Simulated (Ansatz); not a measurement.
B7P7, 14 atoms. Hardware: 2 threads of AMD EPYC 7R13 on a shared host and a share (18 GiB) of an NVIDIA H100 80GB HBM3.

Correlated methods freeze 42 core orbitals. Single mean-field runs in def2-TZVP are fitted with def2-universal-jkfit.

(1) How many basis functions does each of these Ansatz runs have, and roughly what does it cost? PBE-D4/def2-SVP, charge 0 singlet, relaxation, 23 steps; PBE0-D4/def2-TZVP, charge -1 doublet, energy, from earlier orbitals; PBE0-D4/def2-TZVP, charge 0 triplet at the geometry of the charge 0 singlet, energy; MP2/def2-TZVP, charge 0 singlet, energy, from earlier orbitals; PBE-D4/def2-SVP, charge -1 doublet, relaxation, 10 steps; PBE-D4/def2-TZVP, charge -1 doublet at the geometry of the charge 0 singlet, energy, from earlier orbitals; LC-ωPBE/def2-TZVP, charge 0 singlet, energy and forces, from earlier orbitals; PBE-D4/def2-TZVP, charge 0 singlet, energy and forces, from earlier orbitals; ωB97X-V/def2-TZVP, charge 0 singlet, energy, from earlier orbitals; r2SCAN-D4/def2-TZVP, charge 0 singlet, energy, from earlier orbitals; PBE0-D4/def2-TZVP, charge -1 doublet at the geometry of the charge 0 singlet, energy; LC-ωPBE/def2-TZVP, charge -1 doublet at the geometry of the charge 0 singlet, energy, from earlier orbitals.

Answers

(1) Other jobs shared the machine, so times can vary by a factor of up to 3.

| run | functions | fitting or Cholesky vectors | wall time | peak host memory (GiB) |
| --- | --- | --- | --- | --- |
| MP2/def2-TZVP, charge 0 singlet, energy, from earlier orbitals | 476 | 2865 | 3.6 s | 1.1 |
| PBE-D4/def2-TZVP, charge -1 doublet at the geometry of the charge 0 singlet, energy, from earlier orbitals | 476 | 1421 | 4 s | 1.1 |
| PBE-D4/def2-TZVP, charge 0 singlet, energy and forces, from earlier orbitals | 476 | 1421 | 4.3 s | 1 |
| r2SCAN-D4/def2-TZVP, charge 0 singlet, energy, from earlier orbitals | 476 | 1421 | 4.6 s | 1 |
| PBE0-D4/def2-TZVP, charge -1 doublet at the geometry of the charge 0 singlet, energy | 476 | 1421 | 5 s | 1.1 |
| LC-ωPBE/def2-TZVP, charge -1 doublet at the geometry of the charge 0 singlet, energy, from earlier orbitals | 476 | 1421 | 6.5 s | 1.1 |
| LC-ωPBE/def2-TZVP, charge 0 singlet, energy and forces, from earlier orbitals | 476 | 1421 | 7 s | 1.2 |
| ωB97X-V/def2-TZVP, charge 0 singlet, energy, from earlier orbitals | 476 | 1421 | 7 s | 1.1 |
| PBE0-D4/def2-TZVP, charge -1 doublet, energy, from earlier orbitals | 476 | 1421 | 14 s | 1.1 |
| PBE0-D4/def2-TZVP, charge 0 triplet at the geometry of the charge 0 singlet, energy | 476 | 1421 | 14 s | 1.2 |
| PBE-D4/def2-SVP, charge 0 singlet, relaxation, 23 steps | 224 | 2527 | 48 s | 0.91 |
| PBE-D4/def2-SVP, charge -1 doublet, relaxation, 10 steps | 224 | 2527 | 56 s | 0.91 |
